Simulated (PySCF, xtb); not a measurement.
C₃H₆ClFSi, SMILES F[SiH2]/C=C(/C)Cl. Other conformers were not sampled.

Harmonic wavenumbers (cm⁻¹) from GFN2-xTB in xtb at its own minimum, in rising order: 56, 95, 129, 165, 183, 315, 424, 431, 520, 578, 605, 723, 760, 792, 800, 825, 1017, 1024, 1080, 1222, 1393, 1454, 1464, 1676, 2316, 2335, 3006, 3021, 3046, 3057.

Task: What does PySCF 2.14.0 with PBE-D3(BJ)/def2-SVP give at its own minimum? (Estimate from the structure and the level; the computed values follow.)

Result: 68, 105, 142, 200, 216, 328, 421, 461, 599, 611, 704, 765, 771, 832, 884, 924, 973, 1008, 1063, 1175, 1337, 1386, 1397, 1649, 2179, 2184, 2972, 3052, 3088, 3093. Paired by order, the mean absolute difference is 47 cm⁻¹ and the zero-point energies are 49.3 and 49.4 kcal/mol.
